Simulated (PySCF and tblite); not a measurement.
Values are calculated unless marked as measured or tabulated.
Stationary points of C$_{4}$H$_{6}$BBrF$_{2}$ at GFN2-xTB, in Å:

Structure A

```
 1 C    -1.586   -0.837   -0.505
 2 C    -0.315   -0.194   -0.053
 3 C     0.890   -0.743   -0.200
 4 B     2.260   -0.128    0.239
 5 F     2.977    0.674   -0.519
 6 F     2.818   -0.393    1.405
 7 C    -0.469    1.151    0.579
 8 Br   -0.942    2.494   -0.776
 9 H    -2.110   -0.180   -1.199
10 H    -1.393   -1.785   -0.998
11 H    -2.242   -1.009    0.347
12 H     0.943   -1.723   -0.659
13 H     0.455    1.499    1.038
14 H    -1.286    1.172    1.300
```

Structure B

```
 1 C    -1.557   -0.820   -0.541
 2 C    -0.309   -0.171   -0.038
 3 C     0.915   -0.659   -0.297
 4 B     2.292   -0.115    0.135
 5 F     3.405   -0.699   -0.271
 6 F     2.504    0.919    0.934
 7 C    -0.532    1.081    0.741
 8 Br   -0.978    2.544   -0.498
 9 H    -2.144   -0.104   -1.117
10 H    -1.334   -1.678   -1.167
11 H    -2.170   -1.146    0.299
12 H     0.956   -1.563   -0.894
13 H     0.344    1.412    1.288
14 H    -1.393    0.998    1.404
```

Level: PBE/pcSseg-1 + D3(BJ), IEF-PCM cyclohexane on GFN2-xTB stationary points, with GFN2-xTB thermal terms.

Q: Which structure is a saddle point, and along which motion?

A: A: one imaginary mode (58i cm⁻¹ at GFN2-xTB, mostly on F6, F5), along the rotation about the B4–C3 bond (torsion F5–B4–C3–C2 from -177° to -3°, rising).

Q: Give their symmetry and energies above the lowest.

A: A C1, 5.6 kcal/mol; B C1, 0.0 kcal/mol.

Spin–orbit effects of heavy atoms on shieldings are missing.
